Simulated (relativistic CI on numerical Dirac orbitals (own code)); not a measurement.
## Level scheme of Re72+

These numbers are calculated, not measured: Dirac-Coulomb-Breit CI, separate exchange-only KLI orbitals for each configuration, model QED, unscaled Slater integrals (own radial code, finite nucleus).

CI space (outside the closed core 1s2): 2s, 2p, 3s, 3p, 3d, 4s, 4p, 4d, 4f, 5s, 5p, 5d, 5f, 5g. Levels of other configurations are missing.

The lowest level is 2s 2S_1/2, with 100 % of that term; Hund's rules for 2s give 2S with J = 1/2, in agreement.

| No. | Configuration | Term | J | E (eV) | % | Lifetime (s) |
| --- | --- | --- | --- | --- | --- | --- |
| 1 | 2s | 2S | 1/2 | 0.0 | 100 |  |
| 2 | 2p | 2P° | 1/2 | 198.7 | 100 | 9.39e-11 |
| 3 | 2p | 2P° | 3/2 | 1797.2 | 100 | 1.08e-13 |
| 4 | 3s | 2S | 1/2 | 11498.8 | 100 | 3.00e-15 |
| 5 | 3p | 2P° | 1/2 | 11552.3 | 100 | 1.26e-15 |
| 6 | 3p | 2P° | 3/2 | 12029.0 | 100 | 1.81e-15 |
| 7 | 3d | 2D | 3/2 | 12041.2 | 100 | 4.89e-16 |
| 8 | 3d | 2D | 5/2 | 12175.1 | 100 | 5.46e-16 |
| 9 | 4s | 2S | 1/2 | 15433.2 | 100 | 4.49e-15 |
| 10 | 4p | 2P° | 1/2 | 15454.8 | 100 | 2.17e-15 |
| 11 | 4p | 2P° | 3/2 | 15654.5 | 100 | 2.94e-15 |
| 12 | 4d | 2D | 3/2 | 15659.7 | 100 | 1.12e-15 |
| 13 | 4d | 2D | 5/2 | 15716.5 | 100 | 1.26e-15 |
| 14 | 4f | 2F° | 5/2 | 15716.7 | 100 | 2.41e-15 |
| 15 | 4f | 2F° | 7/2 | 15744.1 | 100 | 2.50e-15 |
| 16 | 5s | 2S | 1/2 | 17220.9 | 100 | 7.17e-15 |
| 17 | 5p | 2P° | 1/2 | 17231.6 | 100 | 3.72e-15 |
| 18 | 5p | 2P° | 3/2 | 17333.2 | 100 | 4.88e-15 |
| 19 | 5d | 2D | 3/2 | 17335.8 | 100 | 2.14e-15 |
| 20 | 5d | 2D | 5/2 | 17364.9 | 100 | 2.42e-15 |
| 21 | 5f | 2F° | 5/2 | 17365.0 | 100 | 4.61e-15 |
| 22 | 5g | 2G | 7/2 | 17379.1 | 100 | 8.03e-15 |
| 23 | 5f | 2F° | 7/2 | 17379.1 | 100 | 4.79e-15 |
| 24 | 5g | 2G | 9/2 | 17387.5 | 100 | 8.16e-15 |

Energies count from the lowest computed level; ° marks odd parity; lifetimes are radiative, by E1, M1, E2, M2 decay to levels of this space only.

The mean weight of the leading LS term, summed over parents, in these 24 levels is 100 %, and that of the leading jj configuration (from the same eigenvectors) 100 %.

At this charge energies of transitions that change n are usually good to better than 1 %, and those within a shell (Δn = 0) to a few per cent.
